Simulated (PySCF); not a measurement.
# Al: excitation energy

Al [Ne] 3s2 3p1 (2P) → Al [Ne] 3s2 4s1 (2S), as a difference of total energies. All numbers are calculated (PySCF 2.14, scalar relativity by spin-free X2C-1e, in aug-cc-pVDZ-DK (5s4p2d, 27 functions)). Correlated levels: valence: [Ne] frozen. The calculations carry no spin-orbit coupling.

```csv
method,excitation energy (cm⁻¹)
UHF,24739
MP2 (valence),24796
CCSD (valence),25319
CCSD(T) (valence),25324
CCSDT (valence),25313
```

Q: Estimate what SCS-MP2 (valence) gives.

A: 24789 cm⁻¹, closest to MP2 (valence) among the rows shown.

Q: Estimate what FCI (valence) gives.

A: 25313 cm⁻¹, closest to CCSDT (valence) among the rows shown.

Errors of the correlated levels include the incompleteness of this basis and the frozen core.

For comparison: 25273 cm⁻¹ (measured; NIST levels, between the centres of gravity of the two terms).
